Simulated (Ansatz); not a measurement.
`C[SiH2]C(F)BF` + `O=CC(O)F` → `O=CC(F)BF` + `C[SiH2]C(O)F`  (formal exchange of groups at a B–C bond)

Calculated with Ansatz (gas phase, PBE0-D4/def2-TZVP geometries, no zero-point term in ΔE). CCSD(T)/CBS is the MP2 limit (def2-TZVPP, def2-QZVPP) plus CCSD(T) − MP2 in def2-TZVPP, frozen cores. Each species was taken in one conformer, which may not be the lowest.

```tsv
species	CCSD/def2-TZVPP energy (Eh)
`C[SiH2]C(F)BF`	-593.61240
`O=CC(O)F`	-327.81970
`O=CC(F)BF`	-377.25408
`C[SiH2]C(O)F`	-544.16860
```

(1) Work out ΔE.

Largest T1 diagnostic among the species: 0.015.

Answers

(1) ΔE = (-377.25408) + (-544.16860) − (-593.61240) − (-327.81970) = 0.00942 Eh = +0.26 eV. CCSD(T)/CBS gives +0.26 eV.

In def2-TZVPP, CCSD(T) changes the Hartree–Fock value by +0.08 eV (the triples alone add +0.01 eV) and MP2 by +0.08 eV.
